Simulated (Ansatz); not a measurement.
Isolated molecules relaxed with PBE0-D4/def2-TZVP in Ansatz; ΔE leaves out vibrations. CCSD(T)/CBS adds triple-zeta CCSD(T) − MP2 to the extrapolated MP2 energy (def2 sets, frozen cores). Functionals use def2-TZVPP. B3LYP here is the variant with VWN-RPA as its local correlation; programs differ in this. Elements past krypton have def2 core potentials. For Sn outer-core shells are correlated without core-valence functions, which leaves a few kJ/mol of doubt a bond. One conformer a species, not always the lowest.

Reaction (substitution at a C–C bond): `C[CH2][SnH2][F]` + `O[SiH2][SiH](O)F` → `CO[SiH2][SiH](O)F` + `[CH3][SnH2][F]`

```json
{"level": "r2SCAN-D4", "ΔE (kcal/mol)": "10.5", "difference from CCSD(T)/CBS": "-0.7"}
{"level": "PBE0-D4", "ΔE (kcal/mol)": "10.7", "difference from CCSD(T)/CBS": "-0.5"}
{"level": "B3LYP-D4", "ΔE (kcal/mol)": "9.2", "difference from CCSD(T)/CBS": "-2.0"}
{"level": "ωB97X-V", "ΔE (kcal/mol)": "9.6", "difference from CCSD(T)/CBS": "-1.6"}
{"level": "ωB97M-V", "ΔE (kcal/mol)": "10.4", "difference from CCSD(T)/CBS": "-0.8"}
{"level": "r2SCAN", "ΔE (kcal/mol)": "10.4", "difference from CCSD(T)/CBS": "-0.8"}
{"level": "PBE0", "ΔE (kcal/mol)": "10.4", "difference from CCSD(T)/CBS": "-0.8"}
{"level": "B3LYP", "ΔE (kcal/mol)": "8.6", "difference from CCSD(T)/CBS": "-2.6"}
{"level": "HF/def2-TZVPP", "ΔE (kcal/mol)": "6.5", "difference from CCSD(T)/CBS": "-4.7"}
{"level": "SCS-MP2/def2-TZVPP", "ΔE (kcal/mol)": "10.4", "difference from CCSD(T)/CBS": "-0.8"}
{"level": "CCSD/def2-TZVPP", "ΔE (kcal/mol)": "10.1", "difference from CCSD(T)/CBS": "-1.1"}
{"level": "CCSD(T)/def2-TZVPP", "ΔE (kcal/mol)": "10.5", "difference from CCSD(T)/CBS": "-0.7"}
{"level": "MP2/def2-QZVPP", "ΔE (kcal/mol)": "12.1", "difference from CCSD(T)/CBS": "0.9"}
{"level": "SCS-MP2/def2-QZVPP", "ΔE (kcal/mol)": "10.7", "difference from CCSD(T)/CBS": "-0.5"}
{"level": "HF/CBS(def2)", "ΔE (kcal/mol)": "6.2", "difference from CCSD(T)/CBS": "-5.0"}
{"level": "MP2/CBS(def2)", "ΔE (kcal/mol)": "12.4", "difference from CCSD(T)/CBS": "1.2"}
{"level": "CCSD(T)/CBS", "ΔE (kcal/mol)": "11.2", "difference from CCSD(T)/CBS": "0"}
```

Largest T1 diagnostic among the species: 0.013.

In def2-TZVPP, CCSD(T) changes the Hartree–Fock value by +4.0 kcal/mol (the triples alone add +0.4 kcal/mol) and MP2 by +5.3 kcal/mol.
